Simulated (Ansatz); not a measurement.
Job for Ansatz (a quantum-chemistry and plane-wave program): U-revPBE/def2-TZVPP on O (SMILES [O]).

Ansatz 0.2 input:
```yaml
crystal:
  periodic: [false, false, false]
  atoms:
    - {symbol: O, position_ang: [0.00000000, 0.00000000, 0.00000000]}
basis:
  gaussian:
    orbitals: def2-TZVPP
hamiltonian:
  xc: {name: revPBE}
magnetization: {spin_polarized: true, initial_magnetization: 2}
```

Question: Give the final energy of this run.

Answer: -75.0712 hartree.
